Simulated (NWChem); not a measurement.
System: BI2F; SMILES FB(I)I

```xyz
4

B      0.7937    -0.0024     0.0000
F      2.1024    -0.0001     0.0000
I     -0.2266    -0.0009    -1.8638
I     -0.2266    -0.0009     1.8638
```
Atoms are numbered in this order, from 1.

Level: PBE0/def2-SVP with def2 effective core potentials on I (NWChem), optimised geometry, unscaled harmonic frequencies. def2 effective core potentials on I; no spin-orbit coupling.

```csv
frequency (cm⁻¹),IR intensity (km/mol)
120,0.0
271,2.3
346,1.0
415,4.2
779,457.3
1320,288.1
```

```
Item                                                                                Value
-----------------------------------------------------------------------  ----------------
zero-point energy                                                            4.6 kcal/mol
thermal correction to the enthalpy at 298.15 K (with zero-point energy)      8.2 kcal/mol
heat capacity Cv                                                         13.5 cal/(mol K)
entropy at 298.15 K and 1 atm (symmetry number 2)                        78.2 cal/(mol K)
```

Rigid rotor and harmonic oscillator.
